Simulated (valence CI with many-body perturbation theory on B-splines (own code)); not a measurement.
Hyperfine factors and g values of Er29+

Computed by valence CI with perturbative core correlation (CI+MBPT): three valence electrons over a frozen Dirac-Fock core [Kr], radial functions for each j: 9 s, 9 p, 10 d, 8 f, 5 g, 3 h, 1 i, with the one-electron correlation potential Σ1, the two-electron term Σ2, the three-electron term Σ3, Breit, model QED; selected CI, second order for the rest (own B-spline code, finite nucleus).

The last digits are not significant, and no measured levels were compared; by estimate large intervals hold to a few tenths of a per cent, small ones and those within an open d or f shell to about a per cent. Only levels of the ground parity were solved; by the run's estimate the other parity begins above the list, which can be wrong where configurations are misplaced.

A/g_I is the dipole constant over the nuclear g factor μ/I (μ in nuclear magnetons, uniformly magnetised nucleus), B/Q the quadrupole constant per barn. Both hold the static response of the core; the bare values leave it out. Large factors of s and p1/2 electrons are usually good to 5 to 10 %; those of open d and f shells near neutrality can be off by tens of per cent, and small factors of p3/2, d and f electrons come from cancelling terms and can be off by a factor of two or in sign, in half-filled shells by more. B is blank for J = 1/2, where it vanishes, and for nearly pure S terms. Energies count from the lowest level.

Levels are named by their leading jj configuration (3d3/2^4 stands for four electrons in 3d with j = 3/2), which in mixed levels can hold well under half, so a name can repeat and another be missing. Letters in brackets count levels of one name in rising energy.

```
                    Level  E (eV)      g  A/g_I (MHz)  A/g_I bare  B/Q (MHz/b)  B/Q bare
          (4d3/2^3) J=3/2   0.000  0.643        18500       17600        -9800     -9430
(4d3/2^2 4d5/2) J=5/2 [a]   8.609  1.048        10200       10100        -5420     -5230
    (4d3/2^2 4d5/2) J=3/2  10.918  1.242         7860        8080        -3470     -3340
    (4d3/2^2 4d5/2) J=7/2  11.688  1.080        10600       10500         2230      2120
    (4d3/2^2 4d5/2) J=9/2  12.244  1.071        11200       11100        11200     10700
    (4d3/2^2 4d5/2) J=1/2  12.489  1.913        -9250       -7710                       
(4d3/2^2 4d5/2) J=5/2 [b]  18.577  1.386         4920        5410        14900     14300
(4d3/2 4d5/2^2) J=7/2 [a]  20.530  1.073         8860        8790          824       789
    (4d3/2 4d5/2^2) J=9/2  21.741  1.138         8610        8640         4490      4280
(4d3/2 4d5/2^2) J=3/2 [a]  23.332  1.145         9460        9490       -11300    -10800
    (4d3/2 4d5/2^2) J=1/2  24.235  1.417        -3110       -2470                       
   (4d3/2 4d5/2^2) J=11/2  25.049  1.088         9780        9710        24100     23100
(4d3/2 4d5/2^2) J=5/2 [a]  25.505  1.177         4520        4680        16500     15800
(4d3/2 4d5/2^2) J=5/2 [b]  27.154  1.103        10100       10000        -4980     -4780
(4d3/2 4d5/2^2) J=7/2 [b]  28.002  1.107         9910        9880         5150      4970
(4d3/2 4d5/2^2) J=3/2 [b]  32.908  1.051        13000       12900         9890      9490
          (4d5/2^3) J=9/2  33.335  1.136         7240        7290         3490      3350
          (4d5/2^3) J=3/2  38.649  0.969        10700       10500         6280      6020
          (4d5/2^3) J=5/2  41.610  1.157         7200        7280         3510      3370
```

(1) Take the isotope of mass number 167, with I = 7/2, μ = -0.5623 μN and Q = 3.57 b. What is the hyperfine structure of (4d3/2^2 4d5/2) J=5/2 [b]?

Results:

(1) From the table A = -790 MHz, B = 53300 MHz. Shifts from the centre of gravity in MHz: F = 1: 37400, F = 2: 20600, F = 3: 1130, F = 4: -14200, F = 5: -16300, F = 6: 6410.
